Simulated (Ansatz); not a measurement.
Geometry optimisation, RKS CAM-B3LYP-D4/def2-SVP in Ansatz 0.2.0.

Input file:

```yaml
crystal:
  periodic: [false, false, false]
  atoms:
    - { symbol: B, position_ang: [0.192917, -0.262463, 0.100549] }
    - { symbol: Cl, position_ang: [-0.047787, -0.960572, 1.772211] }
    - { symbol: Cl, position_ang: [1.791212, -0.2793, -0.608171] }
    - { symbol: O, position_ang: [-0.863765, 0.067314, -0.642536] }
    - { symbol: H, position_ang: [-1.712642, -0.052228, -0.197895] }
    - { symbol: P, position_ang: [0.501819, 2.717481, 1.02293] }
    - { symbol: H, position_ang: [1.776266, 2.112747, 1.182543] }
    - { symbol: H, position_ang: [0.371297, 2.346183, -0.337322] }
    - { symbol: H, position_ang: [-0.196817, 1.598338, 1.544191] }
basis:
  gaussian: { orbitals: def2-SVP }
hamiltonian:
  xc: cam_b3lyp
  dispersion: d4
relax:
  f_tol: 0.03
  max_steps: 50
```

Run as:

```bash
$ ansatz run input.yaml --threads 4 --pin off --max-ram 5120MiB --backend cpu --events-out ev --progress --plain --runs-dir out
```

Where does it end, and by what steps?

The forces met the threshold. The force dipped under the threshold on the way, but the program's further checks kept it going. After 18 steps the energy has fallen by 0.279 eV; H8 moved furthest, 0.81 Å.

```tsv
step	energy less start (eV)	largest force component (eV/Å)	accepted
0	0.0000	1.103	yes
1	-0.1243	0.849	yes
2	-0.2209	0.723	yes
3	-0.2381	0.646	yes
4	-0.2469	0.512	yes
5	-0.2430	0.655	no
6	-0.2604	0.095	yes
7	-0.2650	0.026	yes
8	-0.2676	0.235	yes
9	-0.2705	0.143	yes
10	-0.2723	0.145	yes
11	-0.2759	0.066	yes
12	-0.2766	0.141	yes
13	-0.2780	0.076	yes
14	-0.2786	0.034	yes
15	-0.2790	0.020	yes
16	-0.2793	0.038	yes
17	-0.2790	0.087	no
18	-0.2795	0.010	yes
```

```xyz
9
Properties=species:S:1:pos:R:3
B 0.201 -0.599 0.046
Cl -0.320 -1.071 1.667
Cl 1.884 -0.755 -0.412
O -0.670 -0.128 -0.851
H -1.576 -0.069 -0.524
P 0.652 3.034 1.120
H 1.703 2.202 0.643
H -0.250 2.617 0.100
H 0.188 2.057 2.047
```

Whether the end is a true minimum wasn't checked by a vibrational analysis.

Time of the run: 32 s on 4 threads of Arm Neoverse V1, with other jobs on the host, peak memory 0.28 GiB.
